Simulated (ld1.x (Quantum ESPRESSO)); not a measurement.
# How hard is this lead (Pb) RRKJ potential?

| Property | Result |
| --- | --- |
| Element | Pb (Z = 82) |
| Generator | ld1.x (Quantum ESPRESSO) 7.5 |
| Type | norm-conserving RRKJ (Kleinman–Bylander form) |
| Functional | PBE |
| Relativity | scalar-relativistic |
| Frozen core | [Kr] 4d10 4f14 |
| Valence charge | 22 |
| Reference configuration | 5s2 5p6 5d10 6s2 6p2 |
| Partial waves | 5p (bound): rc 1.20 bohr; 5d (bound): rc 2.10 bohr; 5s (bound): rc 1.15 bohr |
| Local potential | the s channel |
| Core correction | a·sin(br)/r model core inside 1.15 bohr |
| rho0 | 0.01 |

Occupied shells without a wave of their own: 6p, 6s. They enter only through the test configuration that unscreens the potential, and ld1.x also counts them in the model core charge.

The pseudo-atom Hamiltonian at the reference potential is diagonalised in spherical Bessel functions j_l(qr) that vanish at 20 bohr, with q² up to the cutoff. All-electron valence levels (Ry): 5p -6.3087, 6p -0.2571, 5d -1.5565, 5s -10.5956, 6s -0.8849.

Problem. How do the lowest levels (Ry) of each channel move with the cutoff, and are there ghosts?

Solution.

```tsv
cutoff (Ry)	p #1	p #2	d #1	s #1	s #2	f #1	f #2	Σ f·Δε (mRy)
8	-3.7500	-0.0939	-0.2128	-9.3427	-0.6734	0.1025	0.2209	32257.1
18	-5.7558	-0.2130	-1.1895	-9.6761	-0.8817	0.1025	0.2208	9133.5
30	-5.9165	-0.2386	-1.5321	-10.0706	-0.8962	0.1025	0.2207	3875.0
50	-6.0969	-0.2460	-1.5564	-10.5289	-0.9683	0.1025	0.2207	1473.7
80	-6.2948	-0.2608	-1.5565	-10.5503	-0.9807	0.1025	0.2207	188.0
120	-6.3080	-0.2624	-1.5565	-10.5910	-0.9840	0.1025	0.2207	17.7
180	-6.3087	-0.2625	-1.5565	-10.5944	-0.9854	0.1025	0.2207	3.6
300	-6.3088	-0.2625	-1.5565	-10.5956	-0.9856	0.1025	0.2207	0.2
400	-6.3088	-0.2625	-1.5565	-10.5957	-0.9856	0.1025	0.2207	0.0
```

Result: no extra level below or beside the all-electron valence levels (p, d, s, f tested); 10 mRy is reached at 140 Ry and 1 mRy at 230 Ry.

The potential misses its own reference levels by up to 1.4 eV, so it is not fit for use. ld1.x takes every shell without a wave as core, so the model core holds the 6p, 6s electrons as well and exchange and correlation see them twice. This cancels in the reference configuration, but the file is broken for other ones, and its errors say nothing about a proper core correction. Its largest configuration-test error is -6487 meV.
